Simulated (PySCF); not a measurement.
**Where the electron goes**

C4H2F4N2Se.
SMILES with atom numbers: `[F:1][c:2]1[n:3][se:4][n:5][c:6]1[CH2:7][C:8]([F:9])([F:10])[F:11]` (hydrogens: H12, H13 on C7)

Cartesian coordinates in Å at the PBE0-D3(BJ)/def2-SVP level; atoms count from 1:
```xyz
13
C4H2F4N2Se angstrom
F      1.2835    1.7861    0.7460
C      1.6157    0.5757    0.3495
N      2.7822    0.0884    0.5866
Se     2.8017   -1.5502   -0.1467
N      1.1105   -1.4022   -0.7495
C      0.6666   -0.2317   -0.3925
C     -0.7232    0.2211   -0.7049
C     -1.6939   -0.0632    0.4223
F     -2.9086    0.3974    0.1195
F     -1.8005   -1.3688    0.6608
F     -1.3067    0.5243    1.5589
H     -0.7440    1.3048   -0.8875
H     -1.0894   -0.2988   -1.5995
```

Computed with PySCF, TDDFT B3LYP/def2-SVPD, vertical, gas phase, core orbitals frozen in the response. Relativistic effects, spin–orbit coupling among them, are left out although an element past zinc is present.

Kohn–Sham orbitals with the atoms that hold most of them (Löwdin shares over 4%, at most four atoms; ? is withheld):

```json
{"orbital": "LUMO+2", "ε (eV)": "-0.39", "atoms": "Se4 55%, N5 10%, N3 8%, C2 7%"}
{"orbital": "LUMO+1", "ε (eV)": "-1.53", "atoms": "Se4 71%, N3 12%, N5 11%"}
{"orbital": "LUMO", "ε (eV)": "?", "atoms": "N5 28%, N3 20%, Se4 18%, C6 16%"}
{"orbital": "HOMO", "ε (eV)": "-7.58", "atoms": "?"}
{"orbital": "HOMO-1", "ε (eV)": "-8.77", "atoms": "?"}
{"orbital": "HOMO-2", "ε (eV)": "-9.26", "atoms": "N3 33%, N5 30%, C6 12%, C2 11%"}
{"orbital": "HOMO-3", "ε (eV)": "-9.63", "atoms": "N3 37%, Se4 15%, N5 12%, C6 11%"}
```

Question: Which atoms hold the HOMO-1, and with what shares?

Answer: N5 (bonded to C and Se) 49%; N3 (bonded to C and Se) 29%; Se4 (bonded to 2 N) 8%; C6 (bonded to 2 C and N) 5%. By element: nitrogen 78%, selenium 8%, carbon 5% or more.

Question: Give the leading atoms of the HOMO.

Answer: Se4 (bonded to 2 N) 53%; C6 (bonded to 2 C and N) 12%; C2 (bonded to C, F and N) 12%; N5 (bonded to C and Se) 7%. By element: selenium 53%, carbon 24% or more, nitrogen 7% or more.

Question: What is the LUMO energy, and the HOMO–LUMO gap?

Answer: ε(LUMO) = -2.45 eV; the gap is 5.14 eV (0.1888 hartree).

Question: How does S1 compare with the orbital gap of 5.14 eV?

Answer: S1 is at 4.73 eV (f = 0.143), 0.41 eV below the gap, made of HOMO→LUMO (89%). 

Question: One configuration dominates each of S1, S2, S3, S5, S7 and S8. Which, and how do the shares of the two leading atoms of either orbital change from the occupied to the empty one?

Answer: 
- S1 (4.73 eV, f 0.143), HOMO→LUMO (89%): Se4 53% → 18%, C6 12% → 16%, N5 7% → 28%, N3 at most 8% → 20%
- S2 (4.80 eV, f 0.0094), HOMO→LUMO+1 (87%): Se4 53% → 71%, C6 12% → at most 4%, N3 at most 8% → 12%
- S3 (4.91 eV, f 0.0003), HOMO-1→LUMO (92%): N5 49% → 28%, N3 29% → 20%
- S5 (6.10 eV, f 0.027), HOMO-1→LUMO+1 (96%): N5 49% → 11%, N3 29% → 12%, Se4 8% → 71%
- S7 (6.31 eV, f 0.017), HOMO-2→LUMO (85%): N3 33% → 20%, N5 30% → 28%
- S8 (6.54 eV, f 0.0015), HOMO-2→LUMO+1 (96%): N3 33% → 12%, N5 30% → 11%, Se4 at most 11% → 71%

Time: 2.4 min wall, 5.1 min CPU (with the writing of density and orbital grids); peak memory 1.5 GiB. Hardware: an AMD EPYC with 2 threads, no GPU, shared host.

One conformer stands for the species.
